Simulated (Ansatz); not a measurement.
The cluster Mg2I3, relaxed as a doublet with UKS PBE-D4/def2-SVP in Ansatz, starting from the GFN2-xTB geometry. Force threshold 0.02 eV/Å.

In the def2 sets I takes a core potential; there is no spin–orbit coupling. The relaxation made no stability test and no search for a lower SCF solution. Another isomer (doublet) lies 0.40 eV lower at PBE0-D4/def2-TZVP; other spin states weren't run for this one.

Start:

```xyz
5

Mg   -0.124   -1.791    0.164
Mg    0.079    1.177   -0.110
I     1.101   -0.076   -2.282
I    -2.498    0.392    0.164
I     1.442    0.299    2.063
```

Q: Estimate the energy that the relaxation releases and the steps that it takes.

A: 4.1 kJ/mol, in 4 steps; 7 s on 4 threads of Arm Neoverse V2 on a shared host. No frequencies were taken in this run, so the end may be a saddle point.

Q: Does the start keep its bonding and symmetry?

A: By distances, no bond broke or formed. The bond that changes most is Mg1–I3, from 3.23 to 3.12 Å (atoms count from 1). Point group C3v at the start, C3v at the end, both within 0.05 Å.

Q: Predict the relaxed structure.

A: 
```
atom   x (Å)   y (Å)   z (Å)
 Mg1  -0.121  -1.769   0.162
 Mg2   0.087   1.281  -0.118
  I3   1.060  -0.109  -2.204
  I4  -2.418   0.344   0.161
  I5   1.391   0.254   1.998
```
Bond lengths (bridged metal pairs left out): 6 × I–Mg 2.69 to 3.12 Å.
